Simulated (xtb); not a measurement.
(Z)-1-bromo-2-chloro-1,2-difluoroethene (C2BrClF2), SMILES F/C(Br)=C(\F)Cl. All values are semi-empirical tight-binding results from xtb (GFN2-xTB unless named), good for trends rather than for accurate numbers. The structure is a stationary point at GFN2-xTB.

```
Property                                          Value
---------------------------------------  --------------
point group as xtb finds it                          Cs
orbital gap                                     3.99 eV
zero-point energy                         10.2 kcal/mol
G − E(el) at 298.15 K (modified RRHO)    -10.2 kcal/mol
static polarisability (D4 model)             61.1 bohr³
solvation energy, GFN2-xTB/ALPB(water)     0.9 kcal/mol
solvation energy, GFN2-xTB/ALPB(hexane)   -3.2 kcal/mol
```
